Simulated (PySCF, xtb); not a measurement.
B(AsH2)(Me)2 (C2H8AsB), SMILES CB(C)[AsH2].

Harmonic wavenumbers (cm⁻¹) from GFN2-xTB (xtb 6.7.1) at its own minimum, in rising order: 61, 103, 121, 206, 241, 278, 439, 610, 674, 698, 829, 844, 868, 1009, 1066, 1139, 1380, 1385, 1475, 1478, 1487, 1493, 1897, 1903, 2962, 2967, 2983, 2988, 3009, 3014.

What does PBE-D3(BJ)/def2-SVP (PySCF) give at its own minimum? (An estimate is asked for; the answer gives what the named calculation found.)

77, 125, 163, 222, 243, 314, 442, 520, 631, 656, 794, 815, 836, 961, 1045, 1122, 1249, 1274, 1359, 1364, 1393, 1395, 2141, 2163, 2942, 2945, 3018, 3021, 3067, 3072. Paired by order, the mean absolute difference is 63 cm⁻¹ and the zero-point energies are 56.6 and 56.3 kcal/mol.
